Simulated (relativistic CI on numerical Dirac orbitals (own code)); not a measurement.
**Slater and spin-orbit integrals, Cu XX**

Method of calculation: Dirac-Coulomb-Breit CI, KLI orbitals optimised for each configuration, model QED (radiative potential, 1s self-energy scaled to tabulated hydrogen-like ionisation energies), unscaled Slater integrals (own radial code, finite nucleus).

Slater integrals F^k, G^k are unscaled and averaged over j, outside the closed core 1s2; ζ comes from projecting the Hamiltonian with its Breit term on Σ l·s of the shell.

- 2s2.2p5.3s: ζ(2p) = 111640, G^1(2p,3s) = 46251 cm⁻¹; <r>(2p) = 0.1988, <r^2>(2p) = 0.04812, <r>(3s) = 0.567, <r^2>(3s) = 0.3651 (bohr units).
- 2s2.2p5.3p: ζ(2p) = 111560, F^2(2p,3p) = 118120, G^0(2p,3p) = 47148, G^2(2p,3p) = 51469, ζ(3p) = 26028 cm⁻¹; <r>(2p) = 0.199, <r^2>(2p) = 0.04822, <r>(3p) = 0.5531, <r^2>(3p) = 0.352 (bohr units).
- 2s2.2p5.3d: ζ(2p) = 111750, F^2(2p,3d) = 151060, G^1(2p,3d) = 138620, G^3(2p,3d) = 79910, ζ(3d) = 2745.3 cm⁻¹; <r>(2p) = 0.1991, <r^2>(2p) = 0.04825, <r>(3d) = 0.4937, <r^2>(3d) = 0.2811 (bohr units).

Averages of the first 10 configurations, taken without configuration mixing, which lowers the lowest level and can move excited configurations by several eV; other configurations of the list can lie among them:

| Configuration | Parity | States | Average energy above the lowest level (eV) |
| --- | --- | --- | --- |
| 2s2.2p6 | even | 1 | 0.0 |
| 2s2.2p5.3s | odd | 12 | 971.2 |
| 2s2.2p5.3p | even | 36 | 1013.8 |
| 2s2.2p5.3d | odd | 60 | 1067.1 |
| 2s.2p6.3s | even | 4 | 1127.0 |
| 2s.2p6.3p | odd | 12 | 1168.1 |
| 2s.2p6.3d | even | 20 | 1221.1 |
| 2s2.2p5.4s | odd | 12 | 1307.5 |
| 2s2.2p5.4p | even | 36 | 1324.7 |
| 2s2.2p5.4d | odd | 60 | 1344.6 |
